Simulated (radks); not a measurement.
The neon ion Ne+, 9 electrons, occupied as [He] 2s2 2p5.

Method: Dirac Kohn-Sham, PBE, spin-unpolarised, spherical densities, finite nucleus; open shells are shared between the two j in proportion to 2j + 1; Fermi nuclear charge, rms radius 3.0055 fm; computed with a radial shooting solver on a logarithmic mesh with Libxc functionals.

Energy parts (hartree):
| part | energy |
|---|---|
| total | -128.18750 |
| kinetic | 128.21118 |
| electron-nucleus | -303.41509 |
| Hartree | 58.83796 |
| exchange-correlation | -11.82155 |

Orbitals (lengths in bohr, moments of r in powers of bohr; <r^-3> diverges for s and p1/2):
\begin{tabular}{lrrrrrr}
orbital & occ. & eigenvalue (hartree) & <r> & <r^-3> & <r^4> & <r^2> \\ \hline
1s1/2 & 2 & -31.36094 & 0.1579 & - & 0.002954 & 0.03365 \\
2s1/2 & 2 & -2.04502 & 0.8638 & - & 1.580 & 0.9016 \\
2p1/2 & 1.66667 & -1.18892 & 0.8820 & - & 2.475 & 1.008 \\
2p3/2 & 3.33333 & -1.18457 & 0.8841 & 12.80 & 2.498 & 1.012 \\
\end{tabular}

The highest occupied level is 2p3/2 at -32.234 eV. For comparison, the ionisation energy in NIST's Atomic Spectra Database is 40.963 eV (measured). In exact Kohn-Sham theory the highest level is minus the ionisation energy, but local and semilocal functionals leave it too shallow, through self-interaction and a potential that decays too fast; potentials with the right tail come closer. The density falls to 0.001 e/bohr^3 at r = 2.63 bohr. Summed over all electrons, <r^2> = 6.924 bohr^2, which gives a Langevin (diamagnetic) susceptibility term of -5.48 x 10^-6 cm^3/mol. The electron density at the nucleus is 650.1 e/bohr^3.

Beside tabulated values, note that spin-unpolarised runs miss the spin-polarisation part of the exchange energy of open shells.
